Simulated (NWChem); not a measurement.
System: WS2ClF; SMILES [S]=[W]([F])([Cl])=[S]

Input file for NWChem:

```
start job
memory heap 200 mb stack 900 mb global 1100 mb
geometry units angstroms
  W     -0.079545    -0.102800    -0.037126
  S      1.367270     0.319906    -1.598513
  S      1.088888    -0.660436     1.704452
  F     -1.109944    -1.557921    -0.556127
  Cl    -1.214154     1.675963     0.394526
end
basis spherical
  * library def2-svp
end
ecp
  W library def2-ecp
end
dft
  xc pbe0
  iterations 150
end
driver
  maxiter 120
end
task dft optimize
dft
  grid fine
  convergence energy 1d-8 density 1d-7
end
task dft freq numerical
```

def2 effective core potentials on W; no spin-orbit coupling.

The level has its own optimisation; frequencies are unscaled.

**Question.** Predict the main results of this run. (PBE0/def2-SVP with def2 effective core potentials on W.) Quantities: r S–W (Å); r F–W (Å); r Cl–W (Å); highest harmonic frequency (cm⁻¹); lowest (cm⁻¹); zero-point energy (kcal/mol).

**Answer.** 
```yaml
r S–W (Å): 2.116
r F–W (Å): 1.853
r Cl–W (Å): 2.259
highest harmonic frequency (cm⁻¹): 709
lowest (cm⁻¹): 134
zero-point energy (kcal/mol): 4.5
```
